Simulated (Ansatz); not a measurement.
Li7Sn. Charge 0, multiplicity 2. Geometry PBE0-D4/def2-TZVP; atoms count from 1.

```csv
atom,x (Å),y (Å),z (Å)
Li1,-0.429,0.773,1.463
Li2,-2.038,-1.895,0.167
Li3,1.879,1.187,-0.112
Li4,0.591,3.769,1.281
Li5,-0.721,2.043,-1.055
Li6,0.847,-2.297,0.926
Li7,-0.118,-3.050,-1.789
Sn8,-0.009,-0.530,-0.882
```

In the def2 sets Sn takes a core potential; there is no spin–orbit coupling. The structure comes from a short search, and lower isomers may exist.

**Question.** Estimate the Mulliken populations from the PBE0/def2-TZVP orbitals of Ansatz.

**Answer.** 
| atom | charge (e) | spin (α − β) |
| --- | --- | --- |
| Li1 | 0.21 | 0.02 |
| Li2 | 0.22 | 0.28 |
| Li3 | 0.27 | 0.01 |
| Li4 | -0.11 | 0.07 |
| Li5 | 0.25 | -0.01 |
| Li6 | 0.22 | 0.28 |
| Li7 | 0.16 | 0.36 |
| Sn8 | -1.21 | -0.01 |
Mulliken values and Mayer orders depend strongly on the basis.

**Question.** Where does the spin sit?

**Answer.** Summed by element: Li 1.01, Sn -0.01, of 1 unpaired in all. Largest on single atoms: Li7 0.36, Li2 0.28, Li6 0.28.

**Question.** And the Mayer bond orders between bonded heavy atoms (over 0.3)?

**Answer.** Li1–Sn8 0.53 (2.72 Å); Li2–Sn8 0.50 (2.66 Å); Li3–Sn8 0.48 (2.67 Å); Li5–Sn8 0.47 (2.68 Å); Li6–Sn8 0.49 (2.67 Å); Li7–Sn8 0.48 (2.68 Å). Values over 0.3 also appear between atoms too far apart for a bond (Li1–Li4 0.33 at 3.17 Å; Li3–Li4 0.31 at 3.20 Å; Li4–Li5 0.33 at 3.19 Å); they arise where an orbital or an unpaired electron spreads over both atoms.
